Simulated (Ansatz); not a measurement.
Harmonic frequencies (cm⁻¹) at PBE0-D4/def2-TZVP from Ansatz: 112, 211, 311, 352, 427, 454, 495, 582, 634, 654, 671, 745, 775, 809, 923, 932, 941, 998, 1115, 1153, 1226, 1325, 1412, 2204, 2217, 2230, 2236, 3054, 3082, 3116.

Problem. Which molecule is it?
A. `FC1([SiH3])C[SiH2]1`
B. `FC1C[SiH2][SiH2]1`
C. `[NH2][Ga]([SH])[SiH2]F`
D. `C=C[SiH2][SiH2]F`

Solution. B.
